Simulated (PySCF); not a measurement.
Cl2NbO, neutral, multiplicity 2. Atoms are numbered in the order given.

```xyz
4

Nb     0.0000     0.0000     0.2438
O      0.0000     0.0000     1.9344
Cl     0.0000     2.0922    -0.7491
Cl     0.0000    -2.0922    -0.7491
```
Charge 0, spin multiplicity 2.

The structure is a stationary point at B3LYP-D3(BJ)/def2-SVP. The multiplicity is an assumed one; other spin states were not compared. The isomer is the one that the SMILES or the coordinates give; other isomers of the formula were not compared. The def2 effective core potentials stand for the cores of Nb; spin–orbit coupling is left out.

Level of theory: PBE/def2-TZVPD run with PySCF.

Mulliken values depend strongly on the basis, most of all with diffuse functions as here. ESP charges are fitted to the potential on shells at 1.4 to 2.0 van der Waals radii. Atomic charges (e):

| atom | Mulliken | ESP fit | Mulliken spin |
|---|---|---|---|
| Nb1 | 1.41 | 0.64 | 1.13 |
| O2 | -0.60 | -0.31 | -0.04 |
| Cl3 | -0.40 | -0.16 | -0.05 |
| Cl4 | -0.40 | -0.16 | -0.05 |
